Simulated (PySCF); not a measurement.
CBr2F2, SMILES BrC(Br)(F)F. Atoms are numbered in the order given.

```xyz
5

F      0.0000     1.0844    -1.4536
C      0.0000     0.0000    -0.6762
F      0.0000    -1.0844    -1.4536
Br    -1.6192     0.0000     0.4317
Br     1.6192     0.0000     0.4317
```

Coordinates come from a PBE-D3(BJ)/def2-SVP optimisation.

All values below come from SMD-ωB97X/def2-SVP in PySCF.

Solvation free energies are E(SMD) − E(gas) at the gas-phase geometry, for 1 M in both phases. Bromine has the revised SMD18 radius of 2.60 Å. In vacuum the dipole moment is 0.48 D.

| solvent | ΔG(solv) (kcal/mol) | its non-electrostatic (CDS) part | dipole (D) |
|---|---|---|---|
| water | 0.6 | 1.1 | 0.53 |
| toluene | -3.3 | -3.1 | 0.51 |
| ethylethanoate | -3.0 | -2.6 | 0.52 |
